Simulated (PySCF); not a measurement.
AlAsH4O2, SMILES [OH][Al]([OH])[AsH2].

The structure is a stationary point at PBE0-D3(BJ)/def2-SVP. The structure was generated by enumeration; whether it is a known compound was not checked. One conformer was computed; it need not be the lowest.

Level of theory: TDDFT-PBE/def2-SVPD (PySCF).

Vertical excitations. The molecule is in vacuum. State labels are in the subgroup Cs.

| state | symmetry | energy (eV) | λ (nm) | f | main pairs |
|---|---|---|---|---|---|
| S1 | A' | 5.11 | 243 | 0.107 | HOMO→LUMO 92 % |
| S2 | A' | 5.96 | 208 | 0.045 | HOMO→LUMO+1 79 % |
| S3 | A" | 6.04 | 205 | 0.000 | HOMO−1→LUMO 100 % |
| S4 | A" | 6.06 | 205 | 0.003 | HOMO→LUMO+2 92 % |
| S5 | A" | 6.19 | 200 | 0.024 | HOMO−2→LUMO 89 % |
| S6 | A' | 6.28 | 197 | 0.078 | HOMO−3→LUMO 85 % |
| S7 | A' | 6.54 | 190 | 0.066 | HOMO→LUMO+3 90 % |
| S8 | A' | 6.71 | 185 | 0.074 | HOMO−4→LUMO 83 % |
| S9 | A" | 6.74 | 184 | 0.000 | HOMO−2→LUMO+1 96 % |
| S10 | A" | 6.82 | 182 | 0.022 | HOMO→LUMO+5 90 % |
| T1 | A' | 4.62 | 268 | 0 | HOMO→LUMO 88 % |
| T2 | A' | 5.13 | 242 | 0 | HOMO→LUMO+1 87 % |
| T3 | A" | 5.52 | 225 | 0 | HOMO→LUMO+2 96 % |
| T4 | A" | 5.84 | 212 | 0 | HOMO−1→LUMO 99 % |
Triplets are in the Tamm–Dancoff approximation, which puts them higher than full response would, so one can lie above its singlet here.
